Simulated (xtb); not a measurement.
C$_{3}$H$_{3}$ (SMILES [CH]=C=C), doublet, from a rough starting geometry; xtb with GFN2-xTB.

xtb was given this input:
```
$ xtb mol.xyz --gfn 2 --uhf 1 --opt vtight --json

# file mol.xyz
6

C      0.03798774     0.13062817     0.28296509
C     -0.00125035     0.13280030     1.63008094
C     -0.07474719     0.16363591    -0.95494181
H      0.03403095    -0.79229263     2.19161482
H      0.92706536     0.08457677    -1.54169594
H     -0.95682570     0.19381319    -1.56014231
```

Problem. Predict the main parts of the log of this xtb run.

Solution. 
```
   ID    Z sym.   atoms
    1    6 C      1-3
    2    1 H      4-6

           -------------------------------------------------
          |                Calculation Setup                |
           -------------------------------------------------

           -------------------------------------------------
          |                 G F N 2 - x T B                 |
           -------------------------------------------------

          ...................................................
          :                      SETUP                      :
          :.................................................:
          :  # basis functions                  15          :
          :  # atomic orbitals                  15          :
          :  # shells                            9          :
          :  # electrons                        15          :
          :  max. iterations                   250          :
          :  Hamiltonian                  GFN2-xTB          :
          :  restarted?                      false          :
          :  GBSA solvation                  false          :
          :  PC potential                    false          :
          :  electronic temp.          300.0000000     K    :
          :  accuracy                    1.0000000          :
          :  -> integral cutoff          0.2500000E+02      :
          :  -> integral neglect         0.1000000E-07      :
          :  -> SCF convergence          0.1000000E-05 Eh   :
          :  -> wf. convergence          0.1000000E-03 e    :
          :  Broyden damping             0.4000000          :
          :  net charge                          0          :
          :  unpaired electrons                  1          :
          ...................................................

 iter      E             dE          RMSdq      gap      omega  full diag
   1     -7.9176969 -0.791770E+01  0.768E+00    3.97       0.0  T
   2     -7.9047409  0.129560E-01  0.475E+00    3.69       1.0  T
   3     -7.7245554  0.180186E+00  0.549E+00    4.15       1.0  T
   4     -7.9318892 -0.207334E+00  0.761E-01    3.85       1.0  T
   5     -7.9356844 -0.379523E-02  0.257E-01    3.80       1.0  T
   6     -7.9358017 -0.117299E-03  0.144E-01    3.84       1.0  T
   7     -7.9358034 -0.167736E-05  0.512E-02    3.83       1.0  T
   8     -7.9358141 -0.107297E-04  0.718E-03    3.83       5.7  T
   9     -7.9358145 -0.366193E-06  0.355E-03    3.83      11.5  T
[...]
 * total energy  :    -7.8016929 Eh     change       -0.1619391E-02 Eh
 * total energy  :    -7.7991570 Eh     change        0.2535889E-02 Eh
 * total energy  :    -7.8025064 Eh     change       -0.3349439E-02 Eh
 * total energy  :    -7.8027191 Eh     change       -0.2127426E-03 Eh
 * total energy  :    -7.8030119 Eh     change       -0.2927035E-03 Eh
 * total energy  :    -7.8030478 Eh     change       -0.3591694E-04 Eh
 * total energy  :    -7.8030518 Eh     change       -0.4014725E-05 Eh
 * total energy  :    -7.8030528 Eh     change       -0.9889939E-06 Eh
 * total energy  :    -7.8030533 Eh     change       -0.4914348E-06 Eh
 * total energy  :    -7.8030536 Eh     change       -0.3313764E-06 Eh
 * total energy  :    -7.8030538 Eh     change       -0.2374747E-06 Eh
 * total energy  :    -7.8030539 Eh     change       -0.3701657E-07 Eh
   *** GEOMETRY OPTIMIZATION CONVERGED AFTER 19 ITERATIONS ***
         :: total energy              -7.803053869584 Eh    ::
[...]
                  HL-Gap            0.1644421 Eh            4.4747 eV
             Fermi-level           -0.3044467 Eh           -8.2844 eV

     #   Z          covCN         q      C6AA      α(0)
     1   6 C        1.961    -0.000    31.078     9.003
     2   6 C        1.910    -0.100    33.878     9.400
     3   6 C        2.834    -0.084    30.092     8.989
     4   1 H        0.928     0.077     2.013     2.219
     5   1 H        0.926     0.054     2.272     2.357
     6   1 H        0.926     0.054     2.272     2.357

 Mol. C6AA /au·bohr⁶  :        454.148403
 Mol. C8AA /au·bohr⁸  :      11274.950404
 Mol. α(0) /au        :         34.324847

Wiberg/Mayer (AO) data.
largest (>0.10) Wiberg bond orders for each atom

 ---------------------------------------------------------------------------
     #   Z sym  total        # sym  WBO       # sym  WBO       # sym  WBO
 ---------------------------------------------------------------------------
     1   6 C    3.982 --     2 C    2.535     3 C    1.433
     2   6 C    3.822 --     1 C    2.535     4 H    0.973     3 C    0.249
     3   6 C    3.614 --     1 C    1.433     6 H    0.960     5 H    0.960
                             2 C    0.249
     4   1 H    0.994 --     2 C    0.973
     5   1 H    0.997 --     3 C    0.960
     6   1 H    0.997 --     3 C    0.960
 ---------------------------------------------------------------------------

Topologies differ in total number of bonds
Writing topology from bond orders to xtbtopo.mol

molecular dipole:
                 x           y           z       tot (Debye)
 q only:       -0.001       0.013      -0.074
   full:       -0.001       0.010      -0.059       0.152
molecular quadrupole (traceless):
                xx          xy          yy          xz          yz          zz
 q only:       -0.490      -0.038      -0.909       0.020      -0.411       1.399
  q+dip:       -1.777      -0.146      -3.431       0.069      -1.546       5.207
   full:       -1.001      -0.079      -1.880       0.039      -0.852       2.881

optimized geometry written to: xtbopt.xyz

           -------------------------------------------------
          | TOTAL ENERGY               -7.803053869584 Eh   |
          | GRADIENT NORM               0.000086741771 Eh/α |
          | HOMO-LUMO GAP               4.474696382903 eV   |
           -------------------------------------------------

normal termination of xtb
```
